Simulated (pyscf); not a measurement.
Structures and frequencies: ωB97X-D3(BJ)/def2-SVP in PySCF.

SMILES: [Ge]([Cl])([Te][SiH3])([Cl])[Cl]
```xyz
9

Si    -0.8714     1.1058     0.7744
Te     0.9815     0.4849    -0.7767
Ge     1.4740    -1.4663     0.6843
Cl     0.0819    -3.0698     0.4485
Cl     3.4208    -2.2408     0.2857
Cl     1.3728    -0.9153     2.7517
H     -0.3410     1.8297     1.9563
H     -1.5764    -0.1375     1.1794
H     -1.7659     1.9892    -0.0205
```

How much does it cost (ΔH, 298 K, ωB97M-D3(BJ)/def2-TZVP) to split H₃Si–Te–Ge(Cl)(Cl)–Cl (SMILES [SiH3][Te][Ge]([Cl])([Cl])[Cl]) at its Ge–Te bond into H₃Si–Te• + Cl–Ge•(Cl)–Cl?

Ge–Te to H₃Si–Te• + Cl–Ge•(Cl)–Cl: 234.7 kJ/mol. The 7 functionals that were run give +215.5 (M06-2X) to +286.5 kJ/mol (ωB97X-D3(BJ)/def2-TZVP). Other isomers of H₃Si–Te• were not searched in full and may lie lower. Elements up to Kr have no core potential and no relativistic terms here. Elements past Kr carry the def2 core potentials, without spin-orbit coupling.
